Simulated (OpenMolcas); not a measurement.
## Tb³⁺: the spin-orbit constant, worked from levels

```yaml
Program: OpenMolcas
Basis: ANO-RCC-VQZP [9s8p6d4f3g2h]
Scalar_Hamiltonian: DKH2, point nucleus
Active_space: 8 electrons in 7 orbitals (4f)
State_averaging: 2S+1 = 7 even, 7 roots; 2S+1 = 5 even, 140 roots (77 in the spin-orbit step); 2S+1 = 3 even, 45 roots kept (CI in the orbitals of an earlier block, 3 in the spin-orbit step); 2S+1 = 1 even, 1 root kept (CI in the orbitals of an earlier block, 0 in the spin-orbit step)
Spin-orbit_coupling: state interaction with AMFI integrals over the reference wave functions, term energies averaged over their components
```

Methods: CASSCF; SS-CASPT2, IPEA 0.25 Eh, imaginary shift 0.1 Eh (closed shells correlated: 5s 5p). Measured levels: Martin, Zalubas and Hagan, Atomic Energy Levels: The Rare-Earth Elements, NSRDS-NBS 60 (1978).

**The spin-orbit constant.** For the Hund term 7F of f8, E(J) = (A/2) J(J+1) + constant and ζ = -2S·A = -6A. From J = 0 to J = 6 the energy changes by 21 A.

| Source | E(6) - E(0) | A | ζ |
| --- | --- | --- | --- |
| CASSCF | -6085.9 | -289.8 | 1739 |
| SS-CASPT2 | -6045.7 | -287.9 | 1727 |
| measured | -5653.8 | -269.2 | 1615 |

All in cm-1. SS-CASPT2 is off by +6.9 % and CASSCF by +7.6 %. Both methods take the spin-orbit matrix elements from the reference wave functions, so the second can move ζ only through the term energies and any multistate remixing. Second-order mixing with other terms is absorbed into this ζ.

CASPT2 breaks the degeneracy within a term, and the mean is taken; among the terms shown or strongly mixed into the levels shown the widest spread is 56 cm-1 (4f8 7F, SS-CASPT2). High states are left out of the spin-orbit mixing, which shifts the levels that they would mix with. Without dynamic correlation excited terms often stand tens of per cent too high (terms of higher spin than the ground term too low), and those without a measured partner can miss by more than the paired ones (holds for CASSCF). Measured partners are found by configuration, term and J. A level has none where our copy of the source lacks it or the pairing is in doubt (some pairs that miss far off the trend of their configuration count as doubtful), and it then counts in no deviation. Only configurations of the active space appear.
